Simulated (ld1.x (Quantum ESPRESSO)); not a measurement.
# Ir: excitation energies, all-electron against PAW

```json
{
 "Element": "Ir",
 "Generator": "ld1.x (Quantum ESPRESSO) 7.5",
 "Type": "PAW",
 "Functional": "LDA (PZ)",
 "Relativity": "scalar-relativistic",
 "Frozen core": "[Kr] 4d10",
 "Valence charge": "31",
 "Reference configuration": "4f14 5s2 5p6 5d7 6s2 6p0",
 "Partial waves": "5s (bound): rcut 1.25, rcutus 1.40 bohr; 6s (bound): rcut 1.25, rcutus 1.40 bohr; 5p (bound): rcut 2.10, rcutus 2.30 bohr; 6p (bound, empty): rcut 2.10, rcutus 2.30 bohr; 5d (bound): rcut 1.45, rcutus 1.55 bohr; 5d channel at 0.05 Ry: rcut 1.45, rcutus 1.55 bohr; 4f (bound): rcut 0.90, rcutus 1.15 bohr; 4f channel at -3.9 Ry: rcut 0.90, rcutus 1.15 bohr",
 "Local potential": "all-electron potential smoothed inside 0.90 bohr (lloc = -1)",
 "Core correction": "Bessel-smoothed model core inside 0.65 bohr",
 "Augmentation charge": "BESSEL, radius 0.95 bohr"
}
```

Energies are relative to the spin-unpolarised reference configuration 4f14 5s2 5p6 5d7 6s2 6p0; without spin polarisation the order of configurations can differ from experiment. Spin-polarised rows fill each open shell by Hund’s rule, majority spin first. Not all tests gave a result: 1 of 9 tests not solved or not reliable. Left out of the table: 4f14 5s2 5p6 5d6 6s0 6p0 (solver errors, printed error -11117 eV).

```tsv
valence configuration	charge	ΔE all-electron (eV)	error AE − PS (meV)
4f14 5s2 5p6 5d7 6s1 6p0	+1	10.185	-3.2
4f14 5s2 5p6 5d7 6s0 6p0	+2	28.035	-8.9
4f14 5s2 5p6 5d6 6s2 6p1	0	7.186	+7.9
4f13 5s2 5p6 5d7 6s2 6p0	+1	73.612	-486
4f14 5s2 5p6 5d7 6s1.5 6p0	+0.5	4.176	-1.3
4f14 5s2 5p6 5d7 6s2 6p0 (spin-polarised)	0	-1.152	-0.5
4f14 5s2 5p6 5d7 6s1 6p0 (spin-polarised)	+1	8.356	-3.5
```

(1) What are ΔE and the potential's error for 4f14 5s2 5p5 5d7 6s2 6p0?

Note: ghost state, extra bound levels that the all-electron valence spectrum of the same l lacks: s at -358.8 eV. A true bound ghost makes a file unfit for plane-wave use.

Results:

(1) ΔE = 61.195 eV all-electron; the error (AE − PS) is -43 meV.
